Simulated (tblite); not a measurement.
Task: Write a Z-matrix for `[H]/[C]=C(\[SiH2][SiH3])C(F)F` [radical] as optimised with GFN2-xTB. (Doublet state.)

Result: 
Z-matrix in Å and degrees, rows numbered from 1:
```
C 
C   1  1.2849
Si  2  1.9547  1  125.11
Si  3  2.3183  2  109.13  1  -133.52
C   2  1.4943  1  123.43  3   179.40
F   5  1.3616  2  111.21  1  -138.59
F   5  1.3651  2  110.82  1   105.13
H   1  1.0665  2  134.08  3     2.76
H   3  1.4692  2  103.31  1   101.90
H   3  1.4696  2  102.87  1    -8.28
H   4  1.4643  3  111.75  2    50.15
H   4  1.4685  3  108.53  2   169.01
H   4  1.4620  3  112.09  2   -72.31
H   5  1.0994  2  113.97  1   -16.34
```

The 2 C–C bonds span 1.285 Å (C1=C2, drawn double) to 1.494 Å (C2–C5, drawn single), a spread of 0.209 Å. Of the pairs four or more bonds apart, Si4···F7 is among the closest relative to their van der Waals radii: 3.20 Å, 89 % of the sum of Bondi's values. Si3 (silicon bonded to C, Si and 2 H) is distorted tetrahedral (angles from 102.9° to 117.3°). C2 (carbon bonded to 2 C and Si) is planar (angles 125.1°, 123.4° and 111.5°, sum 360.0°, 0.00 Å off the plane of its three neighbours).

Computed geometry: GFN2-xTB, gas phase. This method treats the open shell by occupation alone, without spin polarisation.

Point group: C1 (no symmetry element, even within 0.4 Å). Its GFN2-xTB frequencies are all real (lowest 39 cm⁻¹). Torsions: C1–C2–Si3–Si4 -134°, C1–C2–C5–F6 -139°.

One conformer stands for the species.
